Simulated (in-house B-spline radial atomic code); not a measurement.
A fraction x of an electron is moved 4p → 4f in Nb⁴⁺, starting from [Kr] 4d1 and keeping the highest spin. Computed with a radial B-spline atomic code at the basis-set limit: scalar-relativistic (X2C) PW91, spin-polarised, spherical fractional occupations, Fermi nucleus of rms radius 4.324 fm.

| x | E(x) - E(0) (eV) | 4p down level (eV) | 4f up level (eV) |
| --- | --- | --- | --- |
| 0 | 0.0000 | -78.351 | - |
| 0.125 | 7.4951 | -79.108 | -18.891 |
| 0.25 | ? | ? | ? |
| 0.375 | 22.6554 | -80.515 | -19.508 |
| 0.5 | 30.3011 | -81.174 | -19.855 |
| 0.625 | 37.9842 | -81.804 | -20.197 |
| 0.75 | ? | ? | ? |
| 0.875 | 53.4518 | -82.978 | -20.857 |
| 1 | 61.2315 | -83.524 | -21.173 |

Question: What belongs in the row x = 0.25?

Answer: An energy change of 15.0510 eV; 4p down at -79.826 eV, 4f up at -19.171 eV.

Question: What belongs in the row x = 0.75?

Answer: An energy change of 45.7019 eV; 4p down at -82.405 eV, 4f up at -20.532 eV.

Question: Check Janak's theorem between x = 0.375 and 0.5.

Answer: The slope of the energy is 61.17 eV; the orbital levels give 61.16 eV (ε of the receiving orbital less ε of the emptying one, averaged over the two points).
